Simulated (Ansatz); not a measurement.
Species: sum formula H₆BSiO₃, charge 1, multiplicity 1. It need not be the lowest isomer of its formula. 
Coordinates optimised at B3LYP-D3(BJ)/def2-TZVP (Ansatz, a first-principles code):
```
O
H 1 0.9714
B 1 1.4613 2 114.07
O 3 1.3314 1 112.25 2 0.00
H 4 0.9635 3 120.93 1 -180.00
O 3 1.3344 4 137.05 5 0.00
H 6 0.9632 3 120.77 4 0.00
Si 1 1.8127 2 119.01 3 180.00
H 8 1.4636 1 103.72 2 -119.22
H 8 1.4636 9 115.96 1 112.99
H 8 1.4670 9 115.45 10 139.56
```
Charge +1, spin multiplicity 1.

Parts of the frozen-core correlation energy in cc-pV(T+d)Z (Ansatz, hartree). Frozen orbitals: 9; correlated occupied orbitals by spin: 15 and 15; virtual: 219 and 219. No spin-orbit coupling. Non-relativistic.

```json
[
 {"term": "reference (HF)", "value": "-541.76483"},
 {"term": "MP2 opposite-spin", "value": "-0.70640"},
 {"term": "MP2 same-spin", "value": "-0.22231"},
 {"term": "CCSD correlation", "value": "-0.95939"},
 {"term": "(T)", "value": "-0.03253"},
 {"term": "T1 diagnostic", "value": "0.011"},
 {"term": "largest doubles amplitude", "value": "0.022"}
]
```
